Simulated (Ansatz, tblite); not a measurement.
Removing an electron: InH2(SiH3) (InSiH5). Total charge 0; singlet. Geometry: PBE-D4/def2-TZVP. Ansatz, gas phase; energy differences of separate SCF runs; the oxidised species was run as a doublet alone.

| atom | x (Å) | y (Å) | z (Å) |
| --- | --- | --- | --- |
| In1 | -1.098 | -0.921 | -0.253 |
| H2 | -2.554 | -0.384 | -1.044 |
| H3 | -0.976 | -2.604 | 0.181 |
| Si4 | 0.842 | 0.722 | 0.223 |
| H5 | 1.653 | 0.322 | 1.417 |
| H6 | 0.365 | 2.126 | 0.436 |
| H7 | 1.767 | 0.739 | -0.959 |

In the def2 sets In takes a core potential; there is no spin–orbit coupling. The xTB rows come from tblite. Correlated methods freeze 9 core orbitals; core or outer-core shells of In are correlated, in sets that lack core-valence functions.

| level | −HOMO (eV) | vertical IE (eV) | −LUMO (eV) | HOMO–LUMO gap (eV) |
| --- | --- | --- | --- | --- |
| GFN1-xTB | 10.61 | 12.94 | 6.36 | 4.25 |
| GFN2-xTB | 10.05 | 12.69 | 6.33 | 3.72 |
| HF/def2-TZVPP | – | 8.70 | – | – |
| PBE-D4/def2-TZVP | 6.36 | 9.21 | 2.88 | 3.48 |
| r2SCAN-D4/def2-TZVP | 6.59 | 9.27 | 2.63 | 3.96 |
| PBE0-D4/def2-TZVP | 7.37 | 9.36 | 2.14 | 5.23 |
| MP2/def2-TZVPP | – | 9.49 | – | – |
| CCSD/def2-TZVPP | – | 9.42 | – | – |
| CCSD(T)/def2-TZVPP | – | 9.44 | – | – |

  Raw xTB energy differences between charge states are shifted by several eV; the methods need an empirical correction for them.
